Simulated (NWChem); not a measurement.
System: NH$_{2}$SeF; SMILES N[Se]F

NWChem input:

```
start job
memory heap 200 mb stack 900 mb global 1100 mb
geometry units angstroms noautoz
  Se     0.377387     0.016423     0.000000
  F     -0.539606    -1.522035     0.000000
  N     -0.887701     1.249342     0.000000
  H     -1.427414     1.380968     0.850310
  H     -1.427414     1.380968    -0.850310
end
basis spherical
  * library def2-svp
end
dft
  xc xpbe96 cpbe96
  iterations 150
  vectors input atomic output neutral.movecs
end
task dft energy
charge 1
dft
  odft
  mult 2
  vectors input atomic output cation.movecs
end
task dft energy
```

Output (shortened):

```
             Northwest Computational Chemistry Package (NWChem) 7.3.0
             --------------------------------------------------------

 CS  symmetry detected

                             Geometry "geometry" -> ""
                             -------------------------

 Output coordinates in angstroms (scale by  1.889725989 to convert to a.u.)

  No.       Tag          Charge          X              Y              Z
 ---- ---------------- ---------- -------------- -------------- --------------
    1 Se                  34.0000     0.40101772     0.01465565     0.00000000
    2 F                    9.0000    -0.64024600    -1.44256741     0.00000000
    3 N                    7.0000    -0.75760831     1.34811829     0.00000000
    4 H                    1.0000    -1.28456516     1.52399328     0.85031000
    5 H                    1.0000    -1.28456516     1.52399328    -0.85031000

 Effective nuclear repulsion energy (a.u.)     199.1568244225

      Symmetry information
      --------------------

 Group name             Cs
 Group number              2
 Group order               2
 No. of unique centers     4

  pbe96 is a nonlocal functional; adding pw91lda local functional.

                                 NWChem DFT Module
                                 -----------------

 Summary of "ao basis" -> "ao basis" (spherical)
 ------------------------------------------------------------------------------
       Tag                 Description            Shells   Functions and Types
 ---------------- ------------------------------  ------  ---------------------
 Se                         def2-svp                12       32   5s4p3d
 F                          def2-svp                 6       14   3s2p1d
 N                          def2-svp                 6       14   3s2p1d
 H                          def2-svp                 3        5   2s1p

      Symmetry analysis of basis
      --------------------------

        a'         47
        a"         23

            General Information
            -------------------
          SCF calculation type: DFT
          Wavefunction type:  closed shell.
          No. of atoms     :     5
          No. of electrons :    52
           Alpha electrons :    26
            Beta electrons :    26
          Charge           :     0
          Spin multiplicity:     1
          Use of symmetry is: on ; symmetry adaption is: on
          Maximum number of iterations: 150
          AO basis - number of functions:    70
                     number of shells:    30
          Convergence on energy requested:  1.00D-06
          Convergence on density requested:  1.00D-05
          Convergence on gradient requested:  5.00D-04

              XC Information
              --------------
          PerdewBurkeErnzerhof Exchange Functional  1.000
            Perdew 1991 LDA Correlation Functional  1.000 local
           PerdewBurkeErnz. Correlation Functional  1.000 non-local

             Grid Information
             ----------------
          Grid used for XC integration:  medium
          Radial quadrature: Mura-Knowles
          Angular quadrature: Lebedev.
          Tag              B.-S. Rad. Rad. Pts. Rad. Cut. Ang. Pts.
          ---              ---------- --------- --------- ---------
          Se                  1.15      112           8.0       590
          F                   0.50       49           9.0       434
          N                   0.65       49           7.0       434
          H                   0.35       45           8.0       434
          Grid pruning is: on
          Number of quadrature shells:   255
          Spatial weights used:  Erf1

      Superposition of Atomic Density Guess
      -------------------------------------

 Sum of atomic energies:       -2554.04703621

      Non-variational initial energy
      ------------------------------

 Total energy =   -2554.682946
 1-e energy   =   -3954.089426
 2-e energy   =    1200.249656
 HOMO         =      -0.227734
 LUMO         =      -0.025138

      Symmetry analysis of molecular orbitals - initial
      -------------------------------------------------

  Numbering of irreducible representations:

     1 a'          2 a"

  Orbital symmetries:

     1 a'          2 a'          3 a'          4 a'          5 a"
     6 a'          7 a'          8 a'          9 a'         10 a'
    11 a"         12 a'         13 a'         14 a"         15 a'
    16 a"         17 a'         18 a'         19 a'         20 a'
    21 a"         22 a'         23 a"         24 a'         25 a'
    26 a"         27 a'         28 a'         29 a'         30 a"
    31 a'         32 a"         33 a'         34 a"         35 a'
    36 a'

   convergence    iter        energy       DeltaE   RMS-Dens  Diis-err
 ---------------- ----- ----------------- --------- --------- ---------
 d= 0,ls=0.0,diis     1  -2556.3236905478 -2.76D+03  2.57D-02  6.26D-01
 d= 0,ls=0.0,diis     2  -2555.9999207018  3.24D-01  1.88D-02  3.96D+00
 d= 0,ls=0.0,diis     3  -2556.3799618438 -3.80D-01  5.03D-03  1.20D-01
 d= 0,ls=0.0,diis     4  -2556.3849025847 -4.94D-03  2.62D-03  5.92D-02
 d= 0,ls=0.0,diis     5  -2556.3915788270 -6.68D-03  5.83D-04  5.05D-03
  Resetting Diis
 d= 0,ls=0.0,diis     6  -2556.3920820596 -5.03D-04  1.09D-04  6.43D-05
 d= 0,ls=0.0,diis     7  -2556.3920891829 -7.12D-06  6.13D-05  6.18D-06
 d= 0,ls=0.0,diis     8  -2556.3920877485  1.43D-06  4.49D-05  2.10D-05
 d= 0,ls=0.0,diis     9  -2556.3920895062 -1.76D-06  1.16D-05  1.93D-06
 d= 0,ls=0.0,diis    10  -2556.3920896716 -1.65D-07  2.00D-06  4.47D-08

         Total DFT energy =    -2556.392089671552
      One electron energy =    -3954.525175378725
           Coulomb energy =     1303.751239605304
    Exchange-Corr. energy =     -104.774978320660
 Nuclear repulsion energy =      199.156824422529

 Numeric. integr. density =       52.000002390556

[...]
```

Level: PBE/def2-SVP, vertical spin-unrestricted ions. Coordinates come from a PBE0/def2-SVP optimisation.
